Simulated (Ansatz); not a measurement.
Computed with Ansatz on PBE0-D4/def2-TZVP structures; ΔE is electronic, products minus reactants. CBS: MP2 limit from def2 TZ/QZ plus the TZ coupled-cluster correction, frozen cores. Functionals use def2-TZVPP. B3LYP here is the variant with VWN-RPA as its local correlation; programs differ in this. One conformer a species, not always the lowest.

Reaction (isomerisation): `BC(F)CCl` → `BCC(F)Cl`

Question: Is it downhill or uphill in electronic energy at CCSD(T)/CBS, and by how much? (Best estimate.)

Answer: Computed: Downhill: ΔE = -28.6 kJ/mol.

Question: What do these levels give: PBE-D4, PBE0-D4, B3LYP-D4, ωB97X-V, B2PLYP, r2SCAN, CCSD/def2-TZVPP, CCSD(T)/def2-TZVPP, HF/def2-QZVPP, MP2/def2-QZVPP, SCS-MP2/def2-QZVPP, HF/CBS(def2)? (An estimate is asked.)

Answer: Ansatz gave: PBE-D4 -29.4, PBE0-D4 -29.2, B3LYP-D4 -27.0, ωB97X-V -28.4, B2PLYP -28.5, r2SCAN -31.7, CCSD/def2-TZVPP -28.3, CCSD(T)/def2-TZVPP -29.4, HF/def2-QZVPP -25.6, MP2/def2-QZVPP -31.2, SCS-MP2/def2-QZVPP -28.9, HF/CBS(def2) -25.6 kJ/mol.

Largest T1 diagnostic among the species: 0.010.

In def2-TZVPP, CCSD(T) changes the Hartree–Fock value by −3.8 kJ/mol (the triples alone add −1.1 kJ/mol) and MP2 by −6.1 kJ/mol.
